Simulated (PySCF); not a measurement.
Job file and geometry (Å, from GFN2-xTB) of an NMR shielding run on `BN(B(C)C#C)C1CC1`, C₆H₁₁B₂N, PySCF, GIAO PBE0/pcSseg-1 NMR shielding, non-relativistic, gas phase; density fitting, a coarse starting grid and PySCF grid level 2 are the driver's defaults:

```
$ OMP_NUM_THREADS=1 python probes_run.py task.json out

{"job": {"kind": "nmr", "xc": "PBE0", "basis": "pcSseg-1"}, "charge": 0, "multiplicity": 1}
B     -0.653298     1.940443    -0.309474
N     -0.228046     0.597004    -0.273160
B      1.149418     0.211967    -0.216440
C      1.617901    -1.291934    -0.411463
C      2.224498     1.247257     0.049532
C      3.139625     1.998819     0.268302
C     -1.217037    -0.447868    -0.405631
C     -2.459136    -0.425183     0.430850
C     -1.401154    -1.455984     0.690123
H      0.136882     2.792744    -0.194650
H     -1.788081     2.182776    -0.473606
H      1.618302    -1.809884     0.547361
H      2.634771    -1.351438    -0.793760
H      0.972814    -1.861705    -1.075722
H      3.920941     2.676517     0.460382
H     -1.321560    -0.807635    -1.426113
H     -2.564179     0.373698     1.148262
H     -3.389516    -0.733661    -0.021044
H     -1.595154    -2.483617     0.421924
H     -0.803142    -1.341639     1.581290
```

**Question.** Write the output of this run.

**Answer.** 
```
coarse grid: 16576 points
cycle   1  E = -339.0952411382  dE =  1.160e+00  |g| = 5.044e-01  |ddm| = 3.942e+00
cycle   2  E = -339.0843955361  dE =  1.085e-02  |g| = 5.537e-01  |ddm| = 9.725e-01
cycle   3  E = -339.1559924799  dE = -7.160e-02  |g| = 1.819e-01  |ddm| = 5.283e-01
cycle   4  E = -339.1640289941  dE = -8.037e-03  |g| = 4.317e-02  |ddm| = 1.436e-01
cycle   5  E = -339.1644710919  dE = -4.421e-04  |g| = 1.104e-02  |ddm| = 3.931e-02
cycle   6  E = -339.1645006328  dE = -2.954e-05  |g| = 2.855e-03  |ddm| = 1.190e-02
cycle   7  E = -339.1645022827  dE = -1.650e-06  |g| = 1.002e-03  |ddm| = 2.571e-03
final grid: 159752 points
cycle   8  E = -339.2147204238  dE = -6.670e-05  |g| = 8.648e-03  |ddm| = 4.604e-02
cycle   9  E = -339.2147165126  dE =  3.911e-06  |g| = 9.640e-03  |ddm| = 1.564e-02
cycle  10  E = -339.2147394624  dE = -2.295e-05  |g| = 1.305e-03  |ddm| = 8.357e-03
cycle  11  E = -339.2147398093  dE = -3.470e-07  |g| = 5.742e-04  |ddm| = 1.332e-03
cycle  12  E = -339.2147398833  dE = -7.393e-08  |g| = 1.947e-04  |ddm| = 5.214e-04
cycle  13  E = -339.2147398922  dE = -8.995e-09  |g| = 5.690e-05  |ddm| = 1.681e-04
cycle  14  E = -339.2147398930  dE = -7.203e-10  |g| = 1.404e-05  |ddm| = 5.395e-05
converged SCF energy = -339.2147398930

GIAO shielding tensors (ppm)
atom      isotropic    diamagn.    paramagn.     s11        s22        s33       span
  0 B       48.354     195.927    -147.572      6.718     26.832    111.513    104.795
  1 N       56.337     323.192    -266.854    -97.890     27.368    239.534    337.424
  2 B       53.427     192.126    -138.699      5.412     49.572    105.297     99.885
  3 C      175.804     253.674     -77.869    161.947    177.076    188.389     26.442
  4 C       90.959     257.629    -166.670    -20.504     -3.814    297.196    317.700
  5 C       74.366     262.112    -187.746      8.089     24.216    190.793    182.705
  6 C      148.162     244.994     -96.832    107.060    134.402    203.025     95.965
  7 C      175.101     256.312     -81.211    143.228    176.177    205.899     62.671
  8 C      175.021     252.037     -77.015    141.768    174.831    208.465     66.697
  9 H       25.646      31.363      -5.716     23.783     24.566     28.591      4.808
 10 H       26.060      31.042      -4.981     22.483     25.616     30.082      7.599
 11 H       30.968      31.020      -0.052     26.422     30.507     35.975      9.553
 12 H       30.604      29.132       1.472     26.125     29.287     36.401     10.276
 13 H       30.701      32.401      -1.700     25.855     31.568     34.680      8.825
 14 H       28.616      33.952      -5.335     24.728     25.276     35.846     11.118
 15 H       28.660      30.824      -2.164     23.041     26.987     35.951     12.910
 16 H       31.077      32.332      -1.255     26.055     28.389     38.788     12.733
 17 H       30.803      30.523       0.280     25.190     26.695     40.523     15.333
 18 H       30.963      30.596       0.367     25.762     26.977     40.150     14.388
 19 H       31.466      32.155      -0.689     27.690     28.419     38.289     10.598
```

Size and cost of the density-fitted run: 208 basis functions, 2.3 min wall time (2 min CPU) on 1 thread of an Intel Xeon, shared host; peak memory 1 GiB.
